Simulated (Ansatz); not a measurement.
The same path of ClF3H2NTa + H2 (10 atoms, charge 0, multiplicity 1) was run twice with different band settings. Lost on the way: H9–H10. Made: Ta1–H9, N2–H10.

Computed with Ansatz 0.2.0, RKS BHLYP-D4/def2-SVP.

Relaxed end points:

```xyz
10
Properties=species:S:1:pos:R:3
Ta -0.013 -0.359 0.131
N 1.923 -0.217 0.056
H 2.513 -0.188 0.875
H 2.444 -0.206 -0.809
F 0.205 -0.391 1.999
F 0.061 -0.434 -1.747
Cl -1.211 1.615 0.158
F -0.835 -2.035 0.181
H 1.543 3.100 -1.363
H 2.129 2.717 -1.086
```

```xyz
10
Properties=species:S:1:pos:R:3
Ta -0.087 0.448 -0.100
N 2.214 0.161 -0.216
H 2.445 -0.769 0.118
H 2.552 0.252 -1.167
F 0.313 1.117 1.614
F -0.017 -0.132 -1.890
Cl -2.293 1.101 -0.125
F 0.242 -1.330 0.502
H 0.682 1.915 -0.696
H 2.708 0.838 0.354
```

Common settings: movable images 7; climbing image yes; spring 5.0 eV/Å²; optimiser quadratic models (default); start path through a guess of the saddle point; iteration limit 60; end points relaxed.

| run | force threshold |
| --- | --- |
| 1 | 0.03 eV/Å |
| 2 | 0.5 eV/Å |

Question: What does each run give, and how far can it be trusted?

Answer: Run 1: converged after 18 iterations, highest image 1.166 eV above the first end. A vibrational analysis at the climbing image gives one clearly imaginary mode, 1441i cm⁻¹: a first-order saddle point.
Run 2: converged after 13 iterations, highest image 1.178 eV above the first end. The threshold of 0.5 eV/Å is loose, so the images may lie well off the minimum-energy path. The order of the point at the top wasn't checked.
The orbitals stay closed-shell, which can raise the energy where a bond breaks towards radicals; this wasn't checked here.
